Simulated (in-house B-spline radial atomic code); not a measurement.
KLI/ALDAx excitations of Be

Method: KLI/ALDAx. Computed with an all-electron radial atomic-structure program (B-spline basis): linear response of the closed shell [He] 2s2 with the adiabatic LDA exchange kernel on the exchange-only KLI potential; scalar-relativistic (spin-free one-electron X2C), finite nucleus, no spin-orbit coupling, no double excitations, S, P, D and F terms only.

Command:
```bash
python run_td.py task.json out
```
Settings (radii: box in bohr, nucleus in fm):
```
Z                        4
electrons                4
configuration            [He] 2s2
hamiltonian              x2c
method                   kli
box_radius               75
rms_radius               2.519
intervals                117
```

Cost of the run: 0.3 s on 1 thread of Intel(R) Xeon(R) 6975P-C (Granite Rapids) (shared host).

The lowest states, in the order of their Tamm-Dancoff energies; the method's threshold (minus the highest occupied level) is 8.406 eV. Labels give the largest channel, * marks a mixed state, and oscillator strengths are full-response dipole values. Measured ¹D terms are left out, since they can mix with doubly excited terms. Semilocal kernels can invert the small singlet-triplet splittings of Rydberg terms. Energies in eV:

```csv
state,full response,Tamm-Dancoff,oscillator strength,measured (J-weighted term)
2s → 2p 3P,1.304,2.056,-,2.725
2s → 2p 1P,4.924,5.217,1.36,5.277
2s → 3s 3S,5.501,5.529,-,6.457
2s → 3s 1S,6.074,6.092,-,6.779
2s → 3p 3P,6.267,6.295,-,-
2s → 3d 3D,?,?,-,?
2s → 3p 1P,6.691,6.774,0.0504,7.462
2s → 3d 1D,?,?,-,-
2s → 4s 3S,7.080,7.087,-,-
2s → 4s 1S,7.244,7.250,-,-
2s → 4p 3P,7.330,7.338,-,-
2s → 4d 3D,7.468,7.473,-,-
2s → 4p 1P,7.455,7.479,0.00324,-
2s → 4d 1D,7.522,7.522,-,-
2s → 4f 3F,7.538,7.539,-,-
2s → 4f 1F,7.540,7.540,-,-
```

(1) Where does 2s → 3d 1D lie?

(2) Where does 2s → 3d 3D lie?

(3) How large is the singlet-triplet splitting of 2s → 2p (P terms) in Tamm-Dancoff?

(4) What polarisabilities and dispersion coefficient does the method give?

Results:

(1) At 6.789 eV in full response, 6.791 eV in Tamm-Dancoff.

(2) At 6.655 eV in full response, 6.668 eV in Tamm-Dancoff; measured 7.694 eV.

(3) 3.16 eV, from the unrounded values.

(4) Dipole 43.24 bohr³, quadrupole 377 bohr⁵, C6 261.7 hartree·bohr⁶ for two such species. Recommended dipole value: 37.74 ± 0.03 bohr³ (Schwerdtfeger and Nagle, table of static dipole polarizabilities (2023 update)), which includes relativity and correlation.
